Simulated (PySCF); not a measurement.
# Dipole response of W⁵⁴⁺ (tungsten, charge +54)

[Ar] 3d2, high-spin 3F determinant. All numbers are calculated (PySCF 2.14, the non-relativistic Hamiltonian (point nucleus), in an even-tempered Gaussian basis (16 s from 14 bohr⁻², ratio 2.5; 10 p from 18 bohr⁻², ratio 2.5; 7 d from 18 bohr⁻², ratio 2.5; 4 f from 62 bohr⁻², ratio 2.7; 3 g from 93 bohr⁻², ratio 2.7)). Coupled (time-dependent) response in atomic units; α is the mean over directions.

| method | mean α (bohr³) | C₆ (like pair) | S(−4) |
| --- | --- | --- | --- |
| UHF | 0.004764 | 0.0002854 | 2.983e-05 |
| PBE0 | 0.004744 | 0.0002833 | 2.975e-05 |

S(−4) is the Cauchy moment in α(ω) = α(0) + S(−4) ω² + …

Spin-orbit coupling is absent.

α(iu) at PBE0:

```json
{"u (hartree)": "0", "α(iu) (bohr³)": "0.004744"}
{"u (hartree)": "2.00", "α(iu) (bohr³)": "0.004628"}
{"u (hartree)": "4.00", "α(iu) (bohr³)": "0.004318"}
{"u (hartree)": "8.00", "α(iu) (bohr³)": "0.003451"}
{"u (hartree)": "12.0", "α(iu) (bohr³)": "0.002667"}
{"u (hartree)": "16.0", "α(iu) (bohr³)": "0.002105"}
{"u (hartree)": "20.0", "α(iu) (bohr³)": "0.001724"}
{"u (hartree)": "30.0", "α(iu) (bohr³)": "0.001210"}
{"u (hartree)": "40.0", "α(iu) (bohr³)": "0.0009666"}
{"u (hartree)": "60.0", "α(iu) (bohr³)": "0.0007240"}
{"u (hartree)": "100", "α(iu) (bohr³)": "0.0004837"}
```

A single London oscillator, α(iu) = α/(1 + u²/ω²), gives C₆ = (3/4) ω α². Matching the computed C₆ needs ω = 4 × 0.0002833 / (3 × 0.004744²) = 16.8 hartree.

For an ion, C₆ is the dispersion term alone; charge-induced terms of lower order in 1/R come first.

A non-relativistic calculation at this Z misses sizeable relativistic shifts. Spin-orbit coupling is strong in this species (close to jj coupling), so the high-spin LS determinant is a model state, not a physical level.
